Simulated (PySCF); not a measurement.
**SMILES FC=C=C=C=CF, C$_{5}$H$_{2}$F$_{2}$**

Geometry:
| atom | x (Å) | y (Å) | z (Å) |
| --- | --- | --- | --- |
| F1 | -3.385 | -0.336 | -0.739 |
| C2 | -2.538 | 0.428 | -0.027 |
| C3 | -1.250 | 0.213 | 0.002 |
| C4 | 0.001 | 0.004 | 0.015 |
| C5 | 1.252 | -0.203 | 0.066 |
| C6 | 2.540 | -0.417 | 0.102 |
| F7 | 3.395 | 0.151 | -0.765 |
| H8 | -3.047 | 1.221 | 0.504 |
| H9 | 3.044 | -1.055 | 0.817 |

Method used: TDDFT CAM-B3LYP/def2-SVPD circular dichroism and optical rotation, one conformer, gas phase (PySCF 2.14.0). Geometry: GFN2-xTB.

No stereocentre is labelled: unless the shape is locked (an allene, a helicene, a hindered biaryl), the mirror image is equally populated and a measured rotation or CD is zero.

Task: Draw the ECD and absorption spectra from the lowest 12 states, each a Gaussian of half-width 0.35 eV at 1/e height.

Result: 
| E (eV) | λ (nm) | Δε (L mol⁻¹ cm⁻¹) | ε (L mol⁻¹ cm⁻¹) |
| --- | --- | --- | --- |
| 3.23 | 384 | +0.02 | 2.49 |
| 3.33 | 372 | +0.03 | 5.19 |
| 3.43 | 362 | +0.06 | 9.21 |
| 3.53 | 351 | +0.10 | 13.9 |
| 3.63 | 342 | +0.14 | 17.8 |
| 3.73 | 332 | +0.17 | 19.4 |
| 3.83 | 324 | +0.17 | 17.9 |
| 3.93 | 316 | +0.15 | 14.1 |
| 4.03 | 308 | +0.11 | 9.47 |
| 4.13 | 300 | +0.07 | 5.42 |
| 4.23 | 293 | +0.04 | 2.72 |
| 4.33 | 286 | +0.02 | 1.33 |
| 4.43 | 280 | 0.00 | 0.873 |
| 4.53 | 274 | -0.01 | 0.93 |
| 4.63 | 268 | -0.01 | 1.17 |
| 4.73 | 262 | -0.02 | 1.36 |
| 4.83 | 257 | -0.02 | 1.37 |
| 4.93 | 252 | -0.01 | 1.21 |
| 5.03 | 247 | -0.01 | 1.22 |
| 5.13 | 242 | -0.01 | 3.09 |
| 5.23 | 237 | 0.00 | 15.4 |
| 5.33 | 233 | 0.00 | 76 |
| 5.43 | 228 | 0.00 | 323 |
| 5.53 | 224 | +0.01 | 1170 |
| 5.63 | 220 | +0.03 | 3590 |
| 5.73 | 216 | +0.08 | 9360 |
| 5.83 | 213 | +0.18 | 20700 |
| 5.93 | 209 | +0.35 | 39000 |
| 6.03 | 206 | +0.57 | 62400 |
| 6.13 | 202 | +0.84 | 84700 |
| 6.23 | 199 | +1.11 | 97700 |
| 6.33 | 196 | +1.39 | 95700 |
| 6.43 | 193 | +1.70 | 79600 |
| 6.53 | 190 | +1.99 | 56300 |
| 6.63 | 187 | +2.10 | 33900 |
| 6.73 | 184 | +1.85 | 17300 |
| 6.83 | 182 | +1.18 | 7610 |
| 6.93 | 179 | +0.25 | 2900 |
| 7.03 | 176 | -0.62 | 1040 |
| 7.13 | 174 | -1.21 | 513 |
| 7.23 | 172 | -1.55 | 683 |
| 7.33 | 169 | -1.85 | 1480 |
| 7.43 | 167 | -2.18 | 3110 |
| 7.53 | 165 | -2.32 | 5720 |
| 7.63 | 163 | -1.80 | 9050 |
| 7.73 | 160 | -0.37 | 12300 |
| 7.83 | 158 | +1.57 | 14300 |
| 7.93 | 156 | +3.10 | 14300 |

Δε uses R in velocity form, ε uses f in length form. Only the states computed contribute, so the short-wavelength end is incomplete.

The sign of the CD band at 322 nm isn't settled: the length form gives the opposite one.
